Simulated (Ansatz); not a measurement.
Total energies of Al2B5 from Ansatz at PBE-D4/def2-TZVPD, gas phase (1 Eh = 27.2114 eV = 2625.5 kJ/mol). The reference geometry is relaxed at PBE0-D4/def2-SVP.

```xyz
7

B    -0.665    0.049   -0.942
B     0.932   -0.551   -0.966
B     0.683    0.982   -0.513
B    -0.155   -1.422   -0.244
B    -1.056   -0.411    0.641
Al   -0.919    1.676    0.637
Al    1.179   -0.322    1.388
```

```tsv
state	geometry	energy (Eh)
charge 0 doublet	reference	-608.51907
charge -1 singlet	reference	-608.58801
free B atom (doublet)	–	-24.61015
free Al atom (doublet)	–	-242.22767
```

Problem. Work out the vertical electron affinity, to the singlet.

Solution. E(charge 0 doublet) − E(charge -1 singlet) = -608.51907 − (-608.58801) = 0.06894 Eh = 1.88 eV.

Problem. What is the binding energy per atom against free atoms?

Solution. Atoms: 5 × (-24.61015) + 2 × (-242.22767) = -607.50609 Eh. Binding: -607.50609 − (-608.51907) = 1.01298 Eh = 27.56 eV, or 3.94 eV for each of 7 atoms (no zero-point energy, no counterpoise term).

A triplet lies near this restricted singlet, and broken spin symmetry wasn't tried. At PBE-D4/def2-TZVPD the highest occupied level of the charge -1 singlet lies above zero (up to 0.22 eV). By energy differences its removal costs 1.88 eV (vertical, to the charge 0 doublet, at PBE-D4/def2-TZVPD); a positive level beside a positive removal energy at the same level points to self-interaction error. 

The structure comes from a short search, and lower isomers may exist.
